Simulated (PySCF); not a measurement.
Compound: C6H8FP3.
Structure used (PBE0-D3(BJ)/def2-SVP), in Å, numbered top down from 1:
```
atom  x, y, z in Å
C1     2.9706   -0.4559   -0.0688
C2     2.0439    0.1267    0.9949
C3     0.6685    0.4667    0.4433
P4    -0.4618   -0.8509    0.5269
C5    -1.9598   -0.3440   -0.1986
C6    -3.0544   -1.3897   -0.1446
P7    -2.4452    1.1421   -0.9585
C8    -1.0621    2.1955   -0.8380
F9    -1.3033    3.4035   -1.3817
P10    0.5511    2.0796   -0.1905
H11    3.9545   -0.6993    0.3601
H12    2.5445   -1.3763   -0.4973
H13    3.1212    0.2585   -0.8930
H14    1.9362   -0.5929    1.8240
H15    2.5012    1.0330    1.4270
H16   -3.7546   -1.2928   -0.9884
H17   -2.6404   -2.4095   -0.1542
H18   -3.6438   -1.2860    0.7820
```

The calculation used TDDFT CAM-B3LYP/def2-SVPD, vertical, gas phase, core orbitals frozen in the response in PySCF 2.14.0, density-fitted response routines.

Transition dipole moments from the ground state, in atomic units and in the frame of the coordinates above (overall signs are arbitrary), for the states with f of 0.002 or more among the lowest 9:

| state | E (eV) | μx | μy | μz |
| --- | --- | --- | --- | --- |
| S1 | 3.580 | 0.222 | 0.080 | 0.039 |
| S3 | 4.090 | 0.250 | -0.129 | -0.411 |
| S5 | 4.195 | -0.090 | 0.082 | 0.167 |
| S7 | 4.689 | -0.953 | 1.072 | -0.697 |
| S8 | 4.713 | -1.414 | -0.965 | -0.112 |
| S9 | 6.195 | -0.166 | 0.008 | 0.049 |

(1) Work out the oscillator strengths.

(2) Which bond between heavy atoms lies closest to the direction of the S8 transition dipole?

(3) What angle do the transition dipoles of S7 and S8 make?

(4) What peak molar absorption coefficient would the strongest computed level give as a lone Gaussian band 0.4 eV wide at half height?

Results:

(1) f = (2/3) ΔE |μ|² with ΔE in hartree (27.2114 eV).

| state | \|μ\|² (au) | \|μ\| (D) | f |
| --- | --- | --- | --- |
| S1 | 0.057 | 0.61 | 0.005 |
| S3 | 0.248 | 1.27 | 0.025 |
| S5 | 0.043 | 0.53 | 0.004 |
| S7 | 2.543 | 4.05 | 0.292 |
| S8 | 2.942 | 4.36 | 0.340 |
| S9 | 0.030 | 0.44 | 0.005 |

(2) P7–C8, at 3° from it; next C5–C6 at 11°.

(3) |cos θ| = |μa·μb| / (|μa| |μb|) = 0.14, so θ ≈ 82° (taken between 0 and 90°, since the signs are arbitrary).

(4) ε(max) = 2.175×10⁸ f / FWHM, with the width in cm⁻¹. S8: 2.175×10⁸ × 0.3397 / 3226 ≈ 23000 L mol⁻¹ cm⁻¹.

All these states lie below the vertical ionisation energy of 8.80 eV (ΔSCF).

One conformer stands for the species.
